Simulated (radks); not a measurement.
Excited configurations of Cl I: one electron is placed in a higher orbital outside [Ne] 3s2 3p4. The ground configuration is [Ne] 3s2 3p5. All-electron calculation, scalar-relativistic Kohn-Sham, PBEsol, spin-polarised, spherical densities, point nucleus; open shells are filled with parallel spins first. Program: a radial shooting solver on a logarithmic mesh with Libxc functionals. Excitation = E - E(ground); binding = E(ion) - E, where the ion is the core of charge +1; n* = 1/sqrt(2 binding) in atomic units, and the quantum defect is n - n*.

4s: excitation (eV) 8.936; binding (eV) 4.087; n* 1.825; quantum defect 2.175; eigenvalue (eV) -2.371; <r> (bohr) 5.296
4d: excitation (eV) 11.630; binding (eV) 1.393; n* 3.125; quantum defect 0.875; eigenvalue (eV) -0.735; <r> (bohr) 12.85
4f: excitation (eV) 12.079; binding (eV) 0.944; n* 3.796; quantum defect 0.204; eigenvalue (eV) -0.468; <r> (bohr) 16.98
5d: excitation (eV) 12.144; binding (eV) 0.879; n* 3.934; quantum defect 1.066; eigenvalue (eV) -0.534; <r> (bohr) 22.75
5f: excitation (eV) 12.371; binding (eV) 0.652; n* 4.568; quantum defect 0.432; eigenvalue (eV) -0.390; <r> (bohr) 28.88
6s: excitation (eV) 11.937; binding (eV) 1.086; n* 3.539; quantum defect 2.461; eigenvalue (eV) -0.703; <r> (bohr) 20.60
6d: excitation (eV) 12.419; binding (eV) 0.604; n* 4.745; quantum defect 1.255; eigenvalue (eV) -0.392; <r> (bohr) 35.28

The Delta-SCF ionisation energy is 13.023 eV (NIST Atomic Spectra Database: 12.968 eV, measured). Self-interaction in the functional shifts the binding energies and quantum defects, so they are the method's values and not measured ones. Open shells are spherical and high-spin; term and fine-structure splittings are not resolved.
